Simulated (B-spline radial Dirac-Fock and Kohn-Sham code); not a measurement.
# How the levels of zirconium move as electrons are removed

Level of theory: Dirac-Fock (average of configuration) total-energy differences with a finite nucleus, the Breit interaction including its frequency dependence, and self-energy and vacuum-polarisation corrections; a B-spline atomic structure program. Each ion is free and in its tabulated ground configuration. Correlation and solid-state effects are left out.

Reference: Zr¹¹⁺, [Ar] 3d10 4s1, with 1s 18230.9 eV, 2s 2765.0 eV, 2p1/2 2536.4 eV, 2p3/2 2451.8 eV, 3p3/2 551.0 eV, Kα1 (K-L3) 15779.2 eV, Kβ1 (K-M3) 17679.9 eV. Shifts from it, in eV (a dash: the subshell is empty, belongs to an open shell averaged over j, or its hole state is left out as unreliable):

```tsv
ion	configuration	1s	2s	2p1/2	2p3/2	3p3/2	Kα1	Kβ1
Zr¹²⁺	[Ar] 3d10	+30.7	+29.1	+29.4	+29.3	+27.3	+1.40	+3.41
Zr¹³⁺	[Ar] 3d9	+88.1	+86.6	+86.9	+86.9	+72.6	+1.22	+15.47
Zr¹⁴⁺	[Ar] 3d8	+147.9	+146.4	+146.9	+146.7	+119.3	+1.17	+28.63
Zr¹⁵⁺	[Ar] 3d7	+210.2	+208.4	+209.2	+208.9	+167.3	+1.28	+42.90
Zr¹⁶⁺	[Ar] 3d6	+275.0	+272.7	+273.7	+273.4	+216.7	+1.56	+58.27
Zr¹⁷⁺	[Ar] 3d5	+342.2	+339.2	+340.6	+340.1	+267.4	+2.01	+74.77
Zr¹⁸⁺	[Ar] 3d4	+411.8	+407.9	+409.6	+409.1	+319.4	+2.66	+92.38
Zr¹⁹⁺	[Ar] 3d3	+483.8	+478.7	+480.9	+480.3	+372.7	+3.53	+111.11
Zr²⁰⁺	[Ar] 3d2	+558.2	+551.6	+554.4	+553.6	+427.3	+4.61	+130.98
Zr²¹⁺	[Ar] 3d1	+635.1	+626.7	+630.1	+629.1	+483.1	+5.94	+151.97
```

Over this range K (1s) moves by +635.1 eV and Kα1 by +5.9 eV: a line is a difference of two levels that shift in the same direction.

Values without a named source are computed, but for edge energies of neutral atoms, which are taken from tables.
